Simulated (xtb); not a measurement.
dithienylperfluorocyclopentene, closed form (C₁₅H₁₀F₆S₂), SMILES C[C@]12SC=CC1=C1C(=C3C=CS[C@@]32C)C(F)(F)C(F)(F)C1(F)F. All values are semi-empirical tight-binding results from xtb (GFN2-xTB unless named), good for trends rather than for accurate numbers. Geometry: GFN2-xTB. One conformer was computed; it need not be the lowest.

Computed properties:
```yaml
orbital_gap: 1.42 eV
zero_point_energy: 133.5 kcal/mol
G − E(el) at 298.15 K (modified RRHO): 103.7 kcal/mol
static polarisability (D4 model): 201.2 bohr³
solvation energy, GFN2-xTB/ALPB(water): -4.8 kcal/mol
solvation energy, GFN2-xTB/ALPB(methanol): -13.0 kcal/mol
```
